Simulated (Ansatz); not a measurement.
`N[CH2][ZnH]` and `F[CH2][ZnH]` differ in one atom or group.

Ansatz, PBE0-D4/def2-TZVP geometries, multiplicity 1. Each molecule was computed in one conformer, which needn't be the lowest.

Scalar relativity is left out up to krypton.

```json
{"property": "LUMO energy (PBE/def2-TZVPP) / eV", "`N[CH2][ZnH]`": "-1.18"}
{"property": "HOMO energy (B3LYP/def2-TZVPP) / eV", "`N[CH2][ZnH]`": "-6.17"}
{"property": "size of the dipole moment (ωB97M-V/def2-TZVPP) / D", "`N[CH2][ZnH]`": "1.49"}
{"property": "size of the dipole moment (PBE/def2-TZVPP) / D", "`N[CH2][ZnH]`": "1.52"}
{"property": "zero-point energy (PBE0-D4/def2-TZVP) / kJ/mol", "`N[CH2][ZnH]`": "157.0"}
{"property": "LUMO energy (ωB97M-V/def2-TZVPP) / eV", "`N[CH2][ZnH]`": "0.89"}
```

What does the change do to each property? (Estimate.)

Computed: 
| property | `F[CH2][ZnH]` | shift |
| --- | --- | --- |
| LUMO energy (PBE/def2-TZVPP) / eV | -1.54 | -0.36 |
| HOMO energy (B3LYP/def2-TZVPP) / eV | -7.21 | -1.04 |
| size of the dipole moment (ωB97M-V/def2-TZVPP) / D | 1.69 | 0.20 |
| size of the dipole moment (PBE/def2-TZVPP) / D | 1.51 | -0.01 |
| zero-point energy (PBE0-D4/def2-TZVP) / kJ/mol | 91.7 | -65.3 |
| LUMO energy (ωB97M-V/def2-TZVPP) / eV | 0.62 | -0.27 |

With PBE0 the HOMO falls by 1.02 eV and the LUMO falls by 0.33 eV, so the gap widens by about 0.69 eV. PBE moves the HOMO by -1.07 eV and ωB97M-V by -0.95 eV. The zero-point energy changes by -65.3 kJ/mol with -6 modes. Dipoles are sizes alone; their direction can turn.

B3LYP here is the variant with VWN-RPA as its local correlation; programs differ in this.
